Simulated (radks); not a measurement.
Q: These are the eigenvalues of the occupied orbitals of an atom or ion with whole-number occupations (Ry). Calculated with a radial shooting solver on a logarithmic mesh with Libxc functionals: Dirac Kohn-Sham, PBE, spin-unpolarised, spherical densities, finite nucleus; Fermi nuclear charge, rms radius of each element as measured or else 0.836 A^(1/3) + 0.57 fm.

1s1/2: -6478.837
2s1/2: -1313.721
2p1/2: -1270.198
2p3/2: -1117.784
3s1/2: -453.6416
3p1/2: -434.4409
3p3/2: -399.1164
3d3/2: -368.2049
3d5/2: -360.5386
4s1/2: -221.3742
4p1/2: -213.0387

Which element is it, and in what charge state? The configuration may be excited. Open shells, if any, fill j = l - 1/2 first.

A: Z = 81, thallium, charge +50: Tl50+ in [Ar] 3d10 4s2 4p1. The list shows which subshells hold electrons but not how many an open one holds; the 1s level, -3239.4 hartree, gives Z - s = 80.5 by -(Z - s)^2/2, which with screening and relativity narrows Z to a few neighbours, and the depths of the outer levels then fix element, charge and occupations together.
